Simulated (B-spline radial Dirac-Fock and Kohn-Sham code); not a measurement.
## Photoionisation of gallium ions at Mg Kα (1253.6 eV)

Calculated with a radial finite-basis atomic code, using the independent-particle Dirac-Slater model, thresholds from Dirac-Fock. Cross sections in kb; a dash marks an empty subshell or a threshold above the photon energy.

| ion | configuration | total | 2p1/2 | 2p3/2 | 3p3/2 | 4s | 4p1/2 |
| --- | --- | --- | --- | --- | --- | --- | --- |
| Ga | [Ar] 3d10 4s2 4p1 | 810.3 | 236 | 458 | 43.6 | 1.68 | 0.152 |
| Ga⁵⁺ | [Ar] 3d8 | 807.7 | 230 | 460 | 46.1 | – | – |
| Ga⁶⁺ | [Ar] 3d7 | 119.1 | – | – | 47.5 | – | – |
| Ga⁷⁺ | [Ar] 3d6 | 120.3 | – | – | 49.1 | – | – |
